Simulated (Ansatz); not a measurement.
Program: Ansatz. Geometries: PBE0-D4/def2-TZVP. ΔE: electronic, gas phase. CCSD(T)/CBS is the MP2 limit (def2-TZVPP, def2-QZVPP) plus CCSD(T) − MP2 in def2-TZVPP, frozen cores. Functionals use def2-TZVPP. B3LYP here is the variant with VWN-RPA as its local correlation; programs differ in this. For Br outer-core shells are correlated without core-valence functions, which leaves a few kJ/mol of doubt a bond. Scalar relativity is left out up to krypton. Each species was taken in one conformer, which may not be the lowest.

Reaction (redistribution): `C=CBBr` + `F[SiH](F)S[SiH2]Cl` → `ClBBr` + `C=C[SiH2]S[SiH](F)F`

`C=CBBr`:

```xyz
8

C    -0.617    0.797    0.849
C    -0.269   -0.362    0.281
B     0.703   -0.368   -0.899
Br    1.221   -2.007   -1.733
H    -1.304    0.855    1.690
H    -0.219    1.740    0.485
H    -0.688   -1.286    0.673
H     1.174    0.631   -1.346
```

`F[SiH](F)S[SiH2]Cl`:

Z-matrix (Å, degrees):
```
Si
F 1 1.584
S 1 2.106 2 111.2
F 1 1.584 2 105.8 3 -120.4
H 1 1.470 2 109.0 3 121.3
Si 3 2.140 1 98.7 2 -70.8
Cl 6 2.043 3 111.5 1 -91.4
H 6 1.476 3 106.0 1 151.0
H 6 1.477 3 110.1 1 29.0
```

`ClBBr`:

Cartesian coordinates in Å:
```
Cl -0.724 -1.428 -0.561
B -0.061 0.102 -0.099
Br 1.145 0.244 1.357
H -0.359 1.082 -0.697
```

`C=C[SiH2]S[SiH](F)F`:

```xyz
13

C    -0.670   -1.064    1.648
C     0.484   -0.933    0.999
Si    0.594   -1.155   -0.832
S     1.193    0.672   -1.823
Si   -0.127    2.024   -0.912
F    -1.572    1.387   -0.741
F     0.346    2.428    0.547
H    -0.747   -0.926    2.723
H    -1.593   -1.307    1.129
H     1.378   -0.670    1.560
H    -0.720   -1.606   -1.350
H     1.664   -2.102   -1.233
H    -0.230    3.252   -1.715
```

| level | ΔE (kcal/mol) | difference from CCSD(T)/CBS |
| --- | --- | --- |
| r2SCAN-D4 | 7.2 | -0.1 |
| ωB97X-V | 7.0 | -0.3 |
| ωB97M-V | 7.1 | -0.2 |
| B2PLYP | 7.8 | 0.5 |
| PBE | 7.0 | -0.3 |
| r2SCAN | 7.4 | 0.1 |
| PBE0 | 7.7 | 0.4 |
| B3LYP | 8.4 | 1.1 |
| HF/def2-TZVPP | 10.5 | 3.2 |
| MP2/CBS(def2) | 7.5 | 0.2 |
| CCSD(T)/CBS | 7.3 | 0 |

Largest T1 diagnostic among the species: 0.012.

In def2-TZVPP, CCSD(T) changes the Hartree–Fock value by −4.0 kcal/mol (the triples alone add −0.6 kcal/mol) and MP2 by −3.8 kcal/mol. The D4 term adds −1.3 kcal/mol with B3LYP and −0.8 kcal/mol with PBE0; it sums over pairs of atoms, weighted by their polarisabilities, and B3LYP, whose exchange is more repulsive, gets the larger term.
